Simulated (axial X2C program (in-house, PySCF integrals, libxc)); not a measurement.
**BeC: cheaper levels and CCSD(T), two-component**

Calculated with an axial X2C code built on PySCF integrals. Two-component (2c) means X2C with spin–orbit coupling and atomic mean-field two-electron Coulomb and Gaunt terms. Basis: C dyall-v3z [7s6p2d1f], Be dyall-cv3z [8s8p3d1f] (cores contracted in-house); Gaussian nuclei, density fitting, unrestricted open shells. Masses: C 12.000 u, Be 9.012 u.

State: Ω = 1 (⟨Sz⟩ = 1.00, ⟨Lz⟩ = 0.00 at HF); fragments C + Be.

| level | Re (Å) | ωe (cm⁻¹) | De (eV) |
| --- | --- | --- | --- |
| PBE0 | 1.665 | 930.7 | 2.62 |
| HF | 1.656 | 969.6 | 2.30 |
| CCSD | 1.672 | 924.3 | 1.87 |
| BHandHLYP | 1.654 | 945.2 | 2.19 |

Correlated methods: 6 electrons correlated (number of frozen shells: C 1 s; Be 1 s), 151 virtual spin orbitals or spinors in MP2, 72 natural virtuals in coupled cluster.

CCSD(T), same Hamiltonian and basis:

Re = 1.675 Å, ωe = 915.5 cm⁻¹, De = 1.94 eV; T1 = 0.043 (Lee–Taylor normalisation).

Question: Give the differences from CCSD(T) in the columns below.

Answer: 

```csv
level,ΔRe (Å),Δωe (cm⁻¹),ΔDe (eV)
PBE0,-0.010,15,0.68
HF,-0.019,54,0.36
CCSD,-0.003,9,-0.07
BHandHLYP,-0.021,30,0.25
```

The state is one determinant whose occupation by symmetry is held fixed; it was picked as the lowest of a PBE0 search that is not exhaustive. De is counted from the lowest determinant-based energies of the atoms at the same level, without counterpoise correction. Density functionals use the spin component along the axis (collinear). CCSD and (T) use frozen natural virtuals with an MP2 correction for the truncation; (T) itself is uncorrected, so its De runs slightly low. The 2c atoms are single determinants rather than J levels; their spin–orbit lowering is only partly caught, and De is too large by that part. This holds for PBE0, CCSD, BHandHLYP, CCSD(T). PBE0 can misorder states that lie within some tenths of an eV, so this need not be the ground state of the molecule. The nearest other 2c determinant of the search, Ω = 2, lies 0.21 eV up at the distance of the search. The functionals have no current-density term, which raises determinants with orbital currents, atoms included. With several unpaired electrons one determinant need not be a pure state. Open-shell Ω = 0 determinants with evenly filled partner blocks cannot be reached by this program, so the Ω shown need not be the lowest component. This is the Ω = 1 component of a π² triplet; the 0⁺ component is not one determinant and can lie lowest. The determinant is spin-polarised beyond a pure state at some levels (its spin-free form has ⟨S²⟩ too high), which makes Re and μ there less reliable. The T1 diagnostic is large, a sign of multireference character.
